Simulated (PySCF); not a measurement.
Positional isomers: silole hydroxy. Isolated molecules, 0 K electronic values unless said otherwise. One relaxed conformer stands for each flexible species; it need not be the lowest. Strings in code marks are SMILES.

Method: B3LYP-D3(BJ)/def2-TZVP // PBE0-D4/def2-TZVP run with PySCF. B3LYP has the VWN-RPA correlation part, as in Gaussian. Excitations are Tamm–Dancoff values on a coarser integration grid. The basis has no diffuse functions, so Rydberg states are missing or too high.

```json
[
 {"species": "`OC1=CC=C[SiH2]1` (H–O–C–Si torsion 0°)", "T1 excitation (TDA) (eV)": "2.45", "S1–T1 gap (TDA) (eV)": "1.69"},
 {"species": "`OC1=C[SiH2]C=C1` (H–O–C–C torsion 0°)", "T1 excitation (TDA) (eV)": "2.83", "S1–T1 gap (TDA) (eV)": "1.61"},
 {"species": "`O[SiH]1C=CC=C1` (H–O–Si–C torsion 54°)", "T1 excitation (TDA) (eV)": "2.58", "S1–T1 gap (TDA) (eV)": "1.68"}
]
```
